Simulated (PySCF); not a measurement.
Compound: Si4H10.
Atom-mapped SMILES: `[SiH3:1][SiH2:2][SiH2:3][SiH3:4]` (hydrogens: H5, H6, H7 on Si1; H8, H9 on Si2; H10, H11 on Si3; H12, H13, H14 on Si4)

Torsions of this conformer, `[SiH3:1][SiH2:2][SiH2:3][SiH3:4]`: Si1–Si2–Si3–Si4 57°.

The closed-shell ground state was solved at several levels (PySCF, density fitting, gas phase, non-relativistic). One conformer (not necessarily the lowest) at the PBE0-D3(BJ)/def2-TZVP geometry, without solvent, vibrations or thermal averaging.

| level | basis functions | HOMO (eV) | LUMO (eV) | gap (eV) | dipole (D) |
| --- | --- | --- | --- | --- | --- |
| PBE0/pcSseg-2 | 312 | -7.94 | -0.34 | 7.60 | 0.11 |
| wB97X-D/pcSseg-2 | 312 | -9.69 | 1.35 | 11.04 | 0.13 |
| B97-2/pcSseg-2 | 312 | -7.72 | -0.34 | 7.38 | 0.11 |

Question: What might KT3/pcSseg-2 (312 basis functions) give for the same quantities?

Answer: HOMO -6.98 eV, LUMO -1.11 eV, gap 5.87 eV, dipole 0.10 D.

Question: Over all these levels, which gives the widest orbital gap and which the narrowest?

Answer: wB97X-D/pcSseg-2 (range-separated hybrid) has the widest, 11.04 eV, and KT3/pcSseg-2 (GGA) the narrowest, 5.87 eV. From the narrowest to the widest the HOMO moves by -2.71 eV and the LUMO by +2.46 eV.

Question: In the pcSseg-2 basis, how does the gap go with the fixed share of exact exchange?

Answer: KT3 (0 %) 5.87 eV; B97-2 (21 %) 7.38 eV; PBE0 (25 %) 7.60 eV. Each rise in the share widens the gap here.

Question: How far do the dipole and the HOMO energy spread over the levels?

Answer: The dipole runs from 0.10 to 0.13 D (mean 0.11 D) and the HOMO from -9.69 to -6.98 eV.
